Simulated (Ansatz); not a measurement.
Zn6Se4Cl4, relaxed as a singlet with RKS PBE-D4/def2-SVP in Ansatz, starting from the GFN1-xTB geometry. Force threshold 0.03 eV/Å.

Start:

```xyz
14

Se    1.3523    0.2425    2.3476
Se   -1.2206   -2.8968    0.4871
Se    1.0609   -0.0717   -1.9559
Se   -2.2681    1.4551    0.3151
Zn    2.3143    0.3380    0.0343
Zn    0.1801   -2.2124   -1.6675
Zn    0.2002   -1.6737    1.8957
Zn   -0.6897    1.5916    2.1859
Zn   -2.3195   -0.8246    0.4511
Zn   -0.8158    1.3902   -1.7208
Cl    4.3753    0.8841   -0.0259
Cl    0.3184   -3.9308   -2.9194
Cl   -1.1425    2.9096    3.8046
Cl   -1.3453    2.7991   -3.2317
```

```tsv
step	energy (eV)	largest force component (eV/Å)	SCF passes
1	-601832.0881	0.478	22
2	-601832.2676	0.220	20
3	-601832.3074	0.133	20
4	-601832.3251	0.077	20
5	-601832.3391	0.164	20
6	-601832.3713	0.358	25
7	-601832.4310	0.469	25
8	-601832.5229	0.531	26
9	-601832.5997	0.468	25
10	-601832.6177	0.400	21
11	-601832.6458	0.291	20
13	-601832.6770	0.081	20
15	-601832.6956	0.084	20
17	-601832.6991	0.040	20
19	-601832.7011	0.026	20
21	-601832.7028	0.069	20
23	-601832.7043	0.129	19
25	-601832.7055	0.113	19
27	-601832.7068	0.039	20
29	-601832.7113	0.061	19
31	-601832.7341	0.198	20
33	-601832.8353	0.289	21
35	-601833.0372	0.320	20
37	-601833.2323	0.453	21
39	-601833.3058	0.256	19
41	-601833.3244	0.083	20
43	-601833.3282	0.024	21
```

Force components are those of the run's own axes.

End:

```xyz
14

Se    1.3129    0.7624    2.0156
Se   -0.8418   -2.8734    1.0119
Se    0.2224   -0.6563   -1.8707
Se   -2.7353    1.1649    0.2630
Zn    2.1856    1.5723   -0.0839
Zn   -0.2835   -3.1922   -1.3036
Zn    0.7718   -1.0370    0.5656
Zn   -1.0228    1.5710    2.0445
Zn   -1.7897   -0.9835   -0.1790
Zn   -0.7336    1.4389   -1.0177
Cl    3.8539    0.8282   -1.2106
Cl    0.0121   -4.5413   -2.9207
Cl   -1.6599    2.7510    3.7227
Cl    0.7079    3.1948   -1.0369
```

Bonds lost: Se3–Zn5 (atoms count from 1). Bonds formed: Se3–Zn7, Se3–Zn9, Zn5–Cl14 (atoms count from 1). Metal–metal contacts that move far: Zn9–Zn10 3.45 to 2.77 Å.

The force fell under the threshold at step 18, but the optimiser went on and released 0.629 eV more. No frequencies were taken in this run, so the end may be a saddle point.

Hardware: 2 threads of AMD EPYC 7R13 on a shared host and a share (18 GiB) of an NVIDIA H100 80GB HBM3. Wall time 2.5 min.
